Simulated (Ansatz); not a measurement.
The cluster SrO2. Total charge 0; singlet. Geometry PBE-D4/def2-TZVP, basis def2-TZVP, Ansatz.

```
atom   x (Å)   y (Å)   z (Å)
 Sr1   0.000   0.000   0.000
  O2   1.841  -0.458   0.428
  O3  -1.841   0.458  -0.428
```

| run | HOMO (eV) | LUMO (eV) |
| --- | --- | --- |
| A | -6.41 | -4.94 |
| B | -7.79 | -4.16 |
| C | -6.33 | -5.37 |
| D | -7.05 | -4.60 |
| E | -6.10 | -5.07 |

In the def2 sets Sr takes a core potential; there is no spin–orbit coupling. Another isomer (singlet) lies 1.71 eV lower at PBE0-D4/def2-TZVP; other spin states weren't run for this one.

**Question.** The runs used LDA (SPW92), PBE, PBE0, r2SCAN, r2SCANh. Estimate which is which.

**Answer.** A r2SCAN (0 % exact exchange); B PBE0 (25 % exact exchange); C LDA (SPW92) (0 % exact exchange); D r2SCANh (10 % exact exchange); E PBE (0 % exact exchange). Exact exchange lowers occupied and raises empty levels; among semilocal functionals meta-GGAs tend to open the gap a little, and such runs are hard to tell apart. The gap grows from 0.96 eV (LDA (SPW92)) to 3.63 eV (PBE0). The restricted singlet is unstable towards broken spin symmetry in Hartree–Fock (as tested in another run); at r2SCAN-D4/def2-TZVP, PBE0-D4/def2-TZVP, LDA (SPW92)/def2-TZVP, r2SCANh-D4/def2-TZVP and others this wasn't settled.
